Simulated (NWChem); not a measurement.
Species: CH₄Se₂; SMILES C([SeH])[SeH]

```xyz
7

Se     0.0922    -0.0620     1.6736
C     -0.8951     0.0964     0.0000
Se     0.0922    -0.0620    -1.6736
H      0.8089     1.2121     1.5130
H     -1.5990    -0.7477     0.0000
H     -1.4839     1.0216     0.0000
H      0.8089     1.2121    -1.5130
```
Atoms are numbered in this order, from 1.

Computed with NWChem. STO-3G and 3-21G are far too small for this property and stand as cheap habits. Structure relaxed at the PBE0/def2-SVP level. GIAO values for the isolated, static molecule; σ is the absolute isotropic shielding, δ = σ(reference) − σ with the isolated reference molecule computed at the same levels (13C: tetramethylsilane, 1H: tetramethylsilane). Spin-orbit effects, on the heavy nuclei and on their neighbours, are missing.

For level LDA (Slater exchange, VWN5)/pcSseg-1:

```
Item         Result
-----------  ------
σ Se1 (ppm)  1480.4
δ C2 (ppm)     34.5
δ H4 (ppm)     2.50
δ H5 (ppm)     2.98
δ H6 (ppm)     4.74
```

**Question.** What are these values for level Hartree-Fock/STO-3G?

**Answer.** The σ Se1 (ppm) comes out as 2583.7 and the δ C2 (ppm) is 20.2. The δ H4 (ppm) comes out as -0.15, the δ H5 (ppm) is 1.08 and the δ H6 (ppm) is 1.11.
